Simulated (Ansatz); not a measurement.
Reaction (ligand exchange at the Si–O bond): `O[SiH2]O` + `CN[SiH2]O` → `CN([SiH2]O)[SiH2]O` + H₂O

Calculated with Ansatz (gas phase, PBE0-D4/def2-TZVP geometries, no zero-point term in ΔE). CCSD(T)/CBS adds triple-zeta CCSD(T) − MP2 to the extrapolated MP2 energy (def2 sets, frozen cores). This one scheme is used for every species. DFT in def2-TZVPP. B3LYP here is the variant with VWN-RPA as its local correlation; programs differ in this. Each species was taken in one conformer, which may not be the lowest.

| level | ΔE (kJ/mol) |
| --- | --- |
| ωB97M-V | 42.2 |
| B2PLYP | 51.4 |
| B3LYP | 58.4 |
| HF/CBS(def2) | 64.0 |

What does CCSD(T)/CBS give? (Best estimate.)

The calculation gave: +38.5 kJ/mol. The listed levels differ from it by 3.7, 12.9, 19.9, 25.5 kJ/mol.

Largest T1 diagnostic among the species: 0.011.

The D4 term adds −16.9 kJ/mol with B3LYP and −9.4 kJ/mol with PBE0; it sums over pairs of atoms, weighted by their polarisabilities, and B3LYP, whose exchange is more repulsive, gets the larger term. In def2-TZVPP, CCSD(T) changes the Hartree–Fock value by −24.2 kJ/mol (the triples alone add −3.7 kJ/mol) and MP2 by −25.0 kJ/mol.
